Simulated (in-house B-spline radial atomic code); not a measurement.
The numbers below are computed, except where a source is named.
**Ge ion on Ge atom: potential, deflection and energy transfer**

The pair potential comes from two frozen, spherical free-atom densities (PBE, B-spline radial code, scalar-relativistic past argon): electrostatics plus the change in Thomas-Fermi kinetic and Dirac exchange energy where they overlap, the recipe behind the universal ZBL potential, which averages such potentials (from solid-state densities) over many pairs. It is written V = (Z1 Z2 e²/r) φ(r/a), with e² = 14.3996 eV·Å and a = 0.46850 Å/(Z1^0.23 + Z2^0.23); ZBL's fit is φ = 0.18175 e^(−3.1998x) + 0.50986 e^(−0.94229x) + 0.28022 e^(−0.4029x) + 0.02817 e^(−0.20162x). Where φ falls below 4e-4 it is continued as an exponential.

Masses 72.63 and 72.63 u.

```tsv
x = r/a	φ, this pair	φ, ZBL
0.1	0.8928	0.8928
0.25	0.7712	0.7647
0.5	0.6227	0.6096
1	0.4302	0.4164
1.5	0.3112	0.2995
2	0.2313	0.2218
3	0.1348	0.1292
4	0.08223	0.08026
5	0.05285	0.05224
6.5	0.02846	0.02914
8	0.01581	0.01705
10	0.008004	0.008778
12	0.004501	0.00474
14.5	0.002317	0.002328
17	0.0012	0.001212
20	0.0005403	0.0005882
```

(1) At x = 1 the electrostatic, kinetic and exchange parts are 41889.21, 18808.4 and -609.75 eV. Find r, V and φ.

(2) The ion comes in at 27.94 keV with impact parameter 0.5278 Å. The scattering integral gives a centre-of-mass angle of 11.05° and a closest approach of 5.244 a. What are the reduced energy, the energy passed on and the laboratory angles?

Results:

(1) a = 0.46850/(2.2191 + 2.2191) = 0.10556 Å, so r = 0.10556 Å. V = 41889.21 + 18808.4 + (-609.75) = 60087.86 eV. The bare repulsion is 32 × 32 × 14.3996/0.10556 = 139690 eV, so φ = 0.4302, +3.3 % against ZBL's 0.4164. The kinetic (Pauli) term is 31 % of V here.

(2) ε = E a M2/(Z1 Z2 e² (M1 + M2)) = 27940 × 3.5794e-06 = 0.1. The most that one collision can pass on is γE with γ = 4 M1 M2/(M1 + M2)² = 1.0000. Here T = γE sin²(θ/2) = 1.0000 × 27940 × 0.009274 = 259.1 eV. The ion turns by arctan(sin θ/(cos θ + M1/M2)) = 5.5°, and the struck atom leaves at (180° − θ)/2 = 84.5°. The closest approach is 0.554 Å. With ZBL the angle would be 10.78° and T = 246.7 eV.
